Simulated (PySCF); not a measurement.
**Electron affinity of In by level of theory**

In⁻ [Kr] 4d10 5s2 5p2 (3P) → In [Kr] 4d10 5s2 5p1 (2P), as a difference of total energies. Calculation: PySCF 2.14, in aug-cc-pwCVDZ-PP with ECP28MDF (6s5p4d1f, 48 functions); scalar relativity through the core potential. Correlated levels: valence and next inner shell: nothing frozen outside the core potential. The calculations carry no spin-orbit coupling.

```
                                method  electron affinity (eV)
                                   UHF                   0.081
    MP2 (valence and next inner shell)                   0.311
SCS-MP2 (valence and next inner shell)                   0.217
   CCSD (valence and next inner shell)                   0.314
CCSD(T) (valence and next inner shell)                   0.336
```

Problem. How much does correlation contribute at CCSD(T) (valence and next inner shell)?

Solution. 0.336 − (0.081) = 0.255 eV, measured against UHF.

The reference lies between the lowest fine-structure levels, while these numbers refer to the centres of the terms.

Errors of the correlated levels include the incompleteness of this basis.

For comparison: 0.384 eV (measured; photodetachment measurements, as compiled on the Wikipedia data page of electron affinities).
